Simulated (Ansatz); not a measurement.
[Cu(H2O)3Br]+ (CuBrO3H6⁺), relaxed as a doublet with UKS PBE0-D4/def2-SVP in Ansatz, starting from the GFN2-xTB geometry. Force threshold 0.02 eV/Å.

Start:

| atom | x (Å) | y (Å) | z (Å) |
| --- | --- | --- | --- |
| Cu1 | 0.383 | 0.022 | -0.123 |
| O2 | -0.532 | 1.528 | -1.281 |
| H3 | -0.317 | 1.440 | -2.219 |
| H4 | -0.289 | 2.426 | -1.020 |
| O5 | -1.509 | -0.817 | 0.071 |
| H6 | -2.183 | -0.381 | -0.464 |
| H7 | -1.837 | -0.876 | 0.976 |
| O8 | 0.944 | -1.038 | 1.572 |
| H9 | 1.826 | -0.810 | 1.899 |
| H10 | 0.913 | -1.997 | 1.464 |
| Br11 | 2.601 | 0.503 | -0.876 |

```csv
step,energy (eV),largest force component (eV/Å),SCF passes
1,-120881.0149,0.935,34
2,-120881.1484,0.605,34
3,-120881.1874,0.553,33
4,-120881.2067,0.287,28
5,-120881.2183,0.308,34
6,-120881.2187,0.448,29
7,-120881.2310,0.019,29
8,-120881.2318,0.056,28
9,-120881.2321,0.106,28
10 (rejected),-120881.2321,0.130,28
11,-120881.2327,0.019,29
```

Force components are those of the run's own axes.

End:

```xyz
11

Cu    0.3275    0.0959   -0.0672
O    -0.3968    1.2928   -1.5057
H     0.3539    1.5136   -2.0861
H    -0.7720    2.1455   -1.2345
O    -1.5648   -0.4761    0.3241
H    -2.3063   -0.4206   -0.2936
H    -1.8971   -0.8013    1.1712
O     0.9393   -1.1287    1.3968
H     1.8585   -0.8806    1.6016
H     0.9589   -2.0817    1.2193
Br    2.4989    0.7411   -0.5259
```

By distances, no bond broke or formed. The bond that changes most is Cu1–O2, from 2.11 to 2.01 Å (atoms count from 1).

The force fell under the threshold at step 7, but the optimiser went on. No frequencies were taken in this run, so the end may be a saddle point.

It took 35 s on 4 threads of Intel Xeon on a shared host.
